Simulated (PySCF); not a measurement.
Compound: C4H7AlSe.
Numbering: `[CH:1]#[C:2][CH2:3][Se:4][CH2:5][AlH2:6]` (hydrogens: H7 on C1; H8, H9 on C3; H10, H11 on C5; H12, H13 on Al6)

Computed by this run: PySCF 2.14.0, PBE0-D3(BJ)/def2-SVP geometry optimisation, gas phase; density fitting, grid level 1; the optimiser is geomeTRIC in internal coordinates, started from a GFN2-xTB structure with every atom displaced at random (about 0.01 Å).

Geometry at step 2:
```
atom  x, y, z in Å
C1      3.6503    1.1818    0.2473
C2      2.6442    0.5381    0.4479
C3      1.4365   -0.2257    0.6775
Se4    -0.1080    0.6582   -0.1697
C5     -1.4636   -0.6548    0.3648
Al6    -3.1562    0.0272   -0.3784
H7      4.5324    1.7686    0.0691
H8      1.2320   -0.3143    1.7561
H9      1.5288   -1.2375    0.2532
H10    -1.1722   -1.6413   -0.0308
H11    -1.4710   -0.7195    1.4652
H12    -4.4977   -0.7995   -0.1744
H13    -3.1497    1.4022   -1.1741
```

**Question.** Give the atomic forces at this geometry.

**Answer.** 
| atom | Fx (eV/Å) | Fy (eV/Å) | Fz (eV/Å) |
| --- | --- | --- | --- |
| C1 | -0.039 | 0.053 | -0.011 |
| C2 | 0.031 | -0.063 | 0.022 |
| C3 | 0.082 | 0.075 | -0.012 |
| Se4 | -0.057 | -0.171 | 0.087 |
| C5 | 0.352 | 0.401 | -0.154 |
| Al6 | -0.080 | -0.136 | 0.052 |
| H7 | 0.009 | -0.025 | 0.003 |
| H8 | -0.019 | -0.009 | -0.008 |
| H9 | -0.017 | -0.008 | -0.001 |
| H10 | -0.121 | -0.064 | -0.020 |
| H11 | -0.120 | -0.042 | 0.032 |
| H12 | -0.028 | -0.004 | -0.001 |
| H13 | 0.007 | -0.009 | 0.008 |

The largest, 0.56 eV/Å, acts on C5; the rms over all components is 0.106 eV/Å. The forces sum to zero within rounding, as they must for an isolated molecule in no field.

**Question.** Give the force on C5 in Eh/bohr and in nN.

**Answer.** 0.555 eV/Å ÷ 51.422 = 0.01080 Eh/bohr, and 0.555 eV/Å × 1.602 = 0.89 nN.

**Question.** How far is this geometry from the end of the optimisation?

**Answer.** 0.027 eV above it, and 0.118 Å rms away after alignment. The bonds farthest from their final lengths, with half the difference of the two atoms' forces along the bond (positive lengthens):

```tsv
bond	now (Å)	final (Å)	force along bond (eV/Å)
Se4–C5	1.962	1.937	-0.37
C5–H11	1.102	1.105	+0.11
C5–H10	1.102	1.105	+0.12
C5–Al6	1.970	1.969	+0.05
C3–Se4	1.971	1.973	-0.02
Al6–H12	1.589	1.591	-0.06
```

The angle farthest from its final value is Se4–C5–Al6, 105.0° against 112.2°.

The cost below is that of the whole optimisation. On an Arm Neoverse V1 with one thread, no GPU, shared host with 64 logical CPUs at a one-minute load of 11, this took 69 s of wall time and 0.62 GiB of memory at its peak.
